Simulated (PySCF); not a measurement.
Simulation results for ClGeH₃N₂, GeH₅N₃, ClGeH₂NO, GeH₅NOSi and others

Computed with PySCF 2.14.0. Calculation on a computer-drawn molecule: optimised geometry and harmonic frequencies of an isolated molecule of the commonest isotopes, restricted reference for singlets and unrestricted otherwise, frozen core in MP2; on germanium a core potential holds 10 electrons, which the energies leave out, and 3d is frozen in MP2 and coupled-cluster steps.

Common to all runs: multiplicity 1.

(1) ClGeH₃N₂

Start structure:
```xyz
7
ClGeH3N2
N     -1.6258    -2.4945     0.8972
Ge    -0.8058    -2.4246    -0.5646
N     -0.3832    -1.1574    -1.7424
Cl     0.0786    -4.2028    -1.3365
H     -1.9917    -1.5867     1.1559
H     -0.8704    -0.2816    -1.7270
H     -0.0640    -1.4134    -2.6574
```

- charge: 0
- method: MP2
- basis: cc-pV(D+d)Z
- basis and core potential on germanium: cc-pVDZ-PP ECP10MDF
- rotational constants: 5.76, 3.222, 2.072 GHz
- total energy: -864.1051 hartree
- convergence status largest gradient component: 1.82e-05 hartree/bohr

Drawn bonds:
```tsv
atom	other atom	order
1	2	2
2	3	1
2	4	1
1	5	1
3	6	1
3	7	1
```

Optimised structure:
```xyz
7
ClGeH3N2
N     -1.6513    -2.5321     0.9281
Ge    -0.8036    -2.4123    -0.5640
N     -0.2709    -1.1001    -1.7219
Cl     0.0811    -4.2018    -1.3438
H     -1.9956    -1.5766     1.1427
H     -0.8952    -0.2913    -1.7431
H     -0.1268    -1.4469    -2.6728
```

Modes:
```tsv
frequency (cm⁻¹)	reduced mass (dalton)
176.5	9.062
192.6	6.923
209.7	4.105
247.3	1.054
441	23.37
506.5	1.469
542.9	1.104
704.8	3.279
867.9	1.22
899.3	3.707
955.4	1.315
1551	1.101
3430	1.074
3541	1.049
3660	1.095
```

(2) GeH₅N₃

Start structure:
```xyz
9
GeH5N3
N      0.8203    -0.9551     0.5784
Ge     0.9080     0.6918     0.6622
N     -0.1784     2.0509     0.8106
N      2.5293     1.4007     0.4892
H     -0.0954    -1.4541     0.7808
H     -1.0503     1.9332     1.1410
H      0.1757     2.9253     1.0972
H      3.3100     0.7721     0.2154
H      2.6627     2.2617    -0.0022
```

- charge: 0
- method: HF
- basis: cc-pVDZ
- basis and core potential on germanium: cc-pVDZ-PP ECP10MDF
- rotational constants: 6.923, 5.897, 3.202 GHz
- total energy: -459.6164 hartree
- convergence status largest gradient component: 2.863e-05 hartree/bohr

Drawn bonds:
```tsv
atom	other atom	order
1	2	2
2	3	1
2	4	1
1	5	1
3	6	1
3	7	1
4	8	1
4	9	1
```

Optimised structure:
```xyz
9
GeH5N3
N      0.7852    -1.0020     0.6174
Ge     0.9793     0.6700     0.6353
N     -0.1802     2.0397     0.7824
N      2.6044     1.4091     0.4672
H     -0.1641    -1.2872     0.8121
H     -1.1126     1.8338     1.0885
H      0.1489     2.8943     1.1930
H      3.3405     0.7845     0.1934
H      2.6805     2.2843    -0.0166
```

Modes:
```tsv
frequency (cm⁻¹)	reduced mass (dalton)
227.4	5.534
237.8	3.204
242.4	3.665
273.4	1.021
323.4	1.15
444.2	1.271
488.4	1.215
554.8	1.164
740.4	4.599
769.4	4.686
861	1.144
921.6	2.821
976.6	1.301
1015	1.541
1680	1.112
1694	1.103
3731	1.076
3764	1.05
3766	1.05
3868	1.097
3870	1.097
```

(3) ClGeH₂NO

Start structure:
```xyz
6
ClGeH2NO
N     -0.6143     0.5952    -2.3760
Ge     0.2744     0.6965    -0.9478
O      0.1112     0.0894     0.6263
Cl     2.0155     1.9588    -0.8797
H     -1.4916    -0.0375    -2.2427
H      0.7012     0.2560     1.4340
```

- charge: 0
- method: HF
- basis: cc-pV(D+d)Z
- basis and core potential on germanium: cc-pVDZ-PP ECP10MDF
- rotational constants: 6.345, 3.234, 2.142 GHz
- total energy: -883.3661 hartree
- convergence status largest gradient component: 2.509e-05 hartree/bohr

Drawn bonds:
```tsv
atom	other atom	order
1	2	2
2	3	1
2	4	1
1	5	1
3	6	1
```

Optimised structure:
```xyz
6
ClGeH2NO
N     -0.6262     0.5809    -2.3459
Ge     0.2601     0.7276    -0.9350
O      0.0606     0.0509     0.6568
Cl     2.0101     1.9307    -0.8565
H     -1.4233    -0.0272    -2.2036
H      0.7151     0.2956     1.2983
```

Modes:
```tsv
frequency (cm⁻¹)	reduced mass (dalton)
199.2	10.3
208.7	8.281
238.5	5.128
338.7	1.125
456.1	34.92
563.3	1.086
773.8	13.3
929.9	3.7
952.7	1.097
1030	1.484
3715	1.075
4134	1.067
```

(4) ClGeH₂NO

Start structure:
```xyz
6
ClGeH2NO
N     -0.6262     0.5809    -2.3459
Ge     0.2601     0.7276    -0.9350
O      0.0606     0.0509     0.6568
Cl     2.0101     1.9307    -0.8565
H     -1.4233    -0.0272    -2.2036
H      0.7151     0.2956     1.2983
```

- charge: 0
- method: MP2
- basis: cc-pV(D+d)Z
- basis and core potential on germanium: cc-pVDZ-PP ECP10MDF
- rotational constants: 5.999, 3.191, 2.083 GHz
- total energy: -883.9582 hartree
- convergence status largest gradient component: 1.081e-05 hartree/bohr

Drawn bonds:
```tsv
atom	other atom	order
1	2	2
2	3	1
2	4	1
1	5	1
3	6	1
```

Optimised structure:
```xyz
6
ClGeH2NO
N     -0.6257     0.5988    -2.3985
Ge     0.2518     0.7201    -0.9293
O      0.0322     0.0169     0.6996
Cl     2.0157     1.9318    -0.8479
H     -1.4250    -0.0319    -2.1932
H      0.7474     0.3229     1.2834
```

Modes:
```tsv
frequency (cm⁻¹)	reduced mass (dalton)
174.2	12.28
190.9	8.612
208.9	5.387
279	1.102
441	34.19
553.1	1.083
708.6	15.07
902.5	2.646
918.6	1.411
971.3	1.265
3428	1.074
3809	1.066
```

(5) GeH₅NOSi

Start structure:
```xyz
9
GeH5NOSi
N      0.1812     1.3000     2.2063
Ge    -0.1645     0.5476     0.7486
O     -1.4927    -0.5477     0.9418
Si     0.5334     0.4239    -1.5397
H      0.9059     1.8896     2.3328
H     -1.8230    -1.0677     0.1498
H      1.7330     1.3839    -1.7326
H      1.0109    -0.8706    -1.8928
H     -0.4896     0.8994    -2.4656
```

* charge: 0
* method: HF
* basis: cc-pV(D+d)Z
* basis and core potential on germanium: cc-pVDZ-PP ECP10MDF
* rotational constants: 6.403, 2.539, 1.858 GHz
* total energy: -714.5003 hartree
* convergence status largest gradient component: 3.884e-05 hartree/bohr

Drawn bonds:
```tsv
atom	other atom	order
1	2	2
2	3	1
2	4	1
1	5	1
3	6	1
4	7	1
4	8	1
4	9	1
```

Optimised structure:
```xyz
9
GeH5NOSi
N      0.2072     1.2897     2.1828
Ge    -0.2235     0.4898     0.7711
O     -1.5825    -0.6218     0.9295
Si     0.5976     0.4970    -1.4944
H      0.9903     1.9108     2.0300
H     -1.8469    -1.0823     0.1472
H      1.7389     1.4282    -1.5835
H      1.0132    -0.8780    -1.8455
H     -0.4997     0.9250    -2.3885
```

Modes:
```tsv
frequency (cm⁻¹)	reduced mass (dalton)
39.22	1.065
129.3	4.508
168	9.13
233.9	1.125
263.6	5.286
358.4	9.26
540.5	1.128
568.5	1.152
642.9	1.083
752	11.89
893.5	1.274
948.4	1.226
986.4	1.444
992.1	2.078
1015	1.037
1021	1.049
2325	1.022
2329	1.052
2346	1.047
3725	1.075
4170	1.068
```

(6) GeH₃O

Start structure:
```xyz
5
GeH3O
O      1.3579    -1.0158    -0.0736
Ge     0.6767    -1.1368     1.4007
H     -0.1279     0.0878     1.8922
H      1.6829    -1.4267     2.5310
H     -0.3739    -2.2456     1.6721
```

- charge: -1
- method: HF
- basis: aug-cc-pVDZ
- basis and core potential on germanium: aug-cc-pVDZ-PP ECP10MDF
- rotational constants: 82.74, 11.64, 11.64 GHz
- total energy: -369.9776 hartree
- convergence status largest gradient component: 2.262e-05 hartree/bohr

Drawn bonds:
```tsv
atom	other atom	order
1	2	1
2	3	1
2	4	1
2	5	1
```

Optimised structure:
```xyz
5
GeH3O
O      1.3410    -1.0316    -0.1302
Ge     0.6724    -1.1425     1.4166
H     -0.1086     0.1334     1.9200
H      1.6962    -1.4012     2.5897
H     -0.3853    -2.2952     1.6263
```

Modes:
```tsv
frequency (cm⁻¹)	reduced mass (dalton)
672.1	1.164
672.1	1.164
877.5	16.97
950.4	1.021
950.5	1.021
972.8	1.041
1927	1.021
1927	1.021
2036	1.013
```

(7) GeH₃O

Start structure:
```xyz
5
GeH3O
O      1.3410    -1.0316    -0.1302
Ge     0.6724    -1.1425     1.4166
H     -0.1086     0.1334     1.9200
H      1.6962    -1.4012     2.5897
H     -0.3853    -2.2952     1.6263
```

- charge: -1
- method: MP2
- basis: aug-cc-pVDZ
- basis and core potential on germanium: aug-cc-pVDZ-PP ECP10MDF
- rotational constants: 82.22, 11.06, 11.06 GHz
- total energy: -370.3180 hartree
- convergence status largest gradient component: 9.77e-06 hartree/bohr

Drawn bonds:
```tsv
atom	other atom	order
1	2	1
2	3	1
2	4	1
2	5	1
```

Optimised structure:
```xyz
5
GeH3O
O      1.3577    -1.0288    -0.1692
Ge     0.6701    -1.1429     1.4220
H     -0.1150     0.1367     1.9308
H      1.6954    -1.4026     2.6027
H     -0.3926    -2.2994     1.6361
```

Modes:
```tsv
frequency (cm⁻¹)	reduced mass (dalton)
617.6	1.157
617.8	1.157
804.4	17.24
894.7	1.022
894.7	1.022
917.1	1.04
1888	1.022
1888	1.022
1970	1.013
```

(8) AlGeH₄NO

Start structure:
```xyz
8
AlGeH4NO
O     -0.3555     1.6982    -0.1898
Al    -1.5159     0.6231     0.2031
N     -1.3109    -1.1444     0.3932
Ge    -1.6700    -2.7560     0.6654
H      0.3647     2.2885    -0.3892
H     -2.8847     1.2307     0.3237
H     -0.6553    -3.7885     0.7603
H     -3.0920    -3.3262     1.0230
```

* charge: 0
* method: HF
* basis: cc-pV(D+d)Z
* basis and core potential on germanium: cc-pVDZ-PP ECP10MDF
* rotational constants: 19.78, 1.166, 1.117 GHz
* total energy: -666.9727 hartree
* convergence status largest gradient component: 4.316e-05 hartree/bohr

Drawn bonds:
```tsv
atom	other atom	order
1	2	1
2	3	1
3	4	2
1	5	1
2	6	1
4	7	1
4	8	1
```

Optimised structure:
```xyz
8
AlGeH4NO
O     -0.5243     1.6808    -0.4503
Al    -1.6441     0.7619     0.4316
N     -1.5495    -0.9782     0.5315
Ge    -1.6046    -2.6276     0.6496
H      0.2133     1.3517    -0.9355
H     -2.7669     1.5897     1.1535
H     -0.8817    -3.4245     1.7321
H     -2.3619    -3.5283    -0.3228
```

Modes:
```tsv
frequency (cm⁻¹)	reduced mass (dalton)
35.78	4.531
81.64	6.687
141	1.101
265.1	5.452
393.6	1.241
471.5	7.218
545.3	1.266
633.1	1.332
657.6	1.096
664.2	1.154
741.1	1.122
876.5	7.009
975.4	1.036
1300	13.06
2021	1.042
2234	1.025
2264	1.015
4224	1.068
```

(9) GeH₄O

Start structure:
```xyz
6
GeH4O
O      1.0659     1.8451    -1.6523
Ge     0.4150     1.3473    -0.1943
H      1.8946     1.4865    -1.9541
H     -0.8717     2.2170    -0.1315
H      1.3064     1.6542     0.8725
H      0.0849    -0.1166    -0.3516
```

- charge: 0
- method: HF
- basis: cc-pVDZ
- basis and core potential on germanium: cc-pVDZ-PP ECP10MDF
- rotational constants: 71.67, 10.04, 9.892 GHz
- total energy: -370.5750 hartree
- convergence status largest gradient component: 1.982e-05 hartree/bohr

Drawn bonds:
```tsv
atom	other atom	order
1	2	1
1	3	1
2	4	1
2	5	1
2	6	1
```

Optimised structure:
```xyz
6
GeH4O
O      1.1128     1.9026    -1.7534
Ge     0.3711     1.3651    -0.2257
H      1.9264     1.4747    -1.9766
H     -0.9029     2.1893    -0.0981
H      1.3277     1.6350     0.9401
H      0.0598    -0.1332    -0.2976
```

Modes:
```tsv
frequency (cm⁻¹)	reduced mass (dalton)
189	1.074
672.6	1.065
692	1.127
736.9	12.9
946.7	1.023
954.8	1.028
969.8	1.116
973.6	1.046
2219	1.024
2237	1.018
2278	1.017
4161	1.067
```

(10) GeH₄O

Start structure:
```xyz
6
GeH4O
O      1.1128     1.9026    -1.7534
Ge     0.3711     1.3651    -0.2257
H      1.9264     1.4747    -1.9766
H     -0.9029     2.1893    -0.0981
H      1.3277     1.6350     0.9401
H      0.0598    -0.1332    -0.2976
```

* charge: 0
* method: MP2
* basis: cc-pVDZ
* basis and core potential on germanium: cc-pVDZ-PP ECP10MDF
* rotational constants: 70.59, 9.778, 9.624 GHz
* total energy: -370.8708 hartree
* convergence status largest gradient component: 9.086e-06 hartree/bohr

Drawn bonds:
```tsv
atom	other atom	order
1	2	1
1	3	1
2	4	1
2	5	1
2	6	1
```

Optimised structure:
```xyz
6
GeH4O
O      1.1040     1.9311    -1.7852
Ge     0.3753     1.3634    -0.2276
H      1.9315     1.4599    -1.9606
H     -0.9036     2.1887    -0.0965
H      1.3288     1.6306     0.9491
H      0.0590    -0.1402    -0.2904
```

Modes:
```tsv
frequency (cm⁻¹)	reduced mass (dalton)
213.3	1.068
637.9	1.071
651	1.127
702.5	15.05
893.3	1.022
904.2	1.029
930.9	1.034
957.6	1.105
2179	1.024
2188	1.016
2235	1.019
3860	1.066
```
